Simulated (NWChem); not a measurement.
Species: C3H3F3; SMILES FC(=C(C)F)F

```xyz
9

C     -1.1645    -1.5190     0.0000
C      0.0283    -0.6423     0.0000
F      1.2110    -1.2673     0.0000
C      0.0271     0.6905     0.0000
F     -1.0723     1.4119     0.0000
F      1.1034     1.4359     0.0000
H     -2.0872    -0.9259     0.0000
H     -1.1623    -2.1702    -0.8889
H     -1.1623    -2.1702     0.8889
```
Atoms are numbered in this order, from 1.

All runs: NWChem. STO-3G and 3-21G are far too small for this property and stand as cheap habits. Structure relaxed at the PBE0/def2-SVP level. GIAO values for the isolated, static molecule; σ is the absolute isotropic shielding, δ = σ(reference) − σ with the isolated reference molecule computed at the same levels (13C: tetramethylsilane, 19F: trichlorofluoromethane, 1H: tetramethylsilane).

For level LDA (Slater exchange, VWN5)/pcSseg-1:

δ C1 (ppm): 13.0
δ C2 (ppm): 135.8
δ F3 (ppm): -202.1
δ C4 (ppm): 167.7
δ F5 (ppm): -143.2
δ F6 (ppm): -126.0
δ H7 (rotor mean) (ppm): 1.99

How do the values read with level Hartree-Fock/STO-3G instead?


* **δ C1 (ppm)**: 18.0
* **δ C2 (ppm)**: 111.4
* **δ F3 (ppm)**: -41.6
* **δ C4 (ppm)**: 128.6
* **δ F5 (ppm)**: -26.7
* **δ F6 (ppm)**: -18.5
* **δ H7 (rotor mean) (ppm)**: 1.51
